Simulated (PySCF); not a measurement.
Sn(H)(F)2(OMe) (CH4F2OSn), SMILES C[O][SnH]([F])[F]. Geometry: PBE-D3(BJ)/def2-SVP. The structure was generated by enumeration; whether it is a known compound was not checked. The def2 effective core potentials stand for the cores of Sn; spin–orbit coupling is left out. The values are those of a single conformer.

Question: Give the equilibrium geometry at PBE-D3(BJ)/def2-SVP (PySCF confirms it by a frequency run) as a Z-matrix, and its point group. (The exact figures need the calculation; the answer reports its results.)

Answer: Several could match; the one computed here: point group Cs.
```
O
C 1 1.4248
H 2 1.1103 1 107.26
H 2 1.1136 3 107.93 1 121.61
H 2 1.1136 3 107.93 4 116.78
Sn 1 1.9849 2 119.05 3 -180.00
F 6 1.9514 1 107.86 2 -55.14
F 6 1.9514 7 102.71 1 -113.76
H 6 1.7117 7 112.50 8 -121.20
```
Charge 0, spin multiplicity 1.
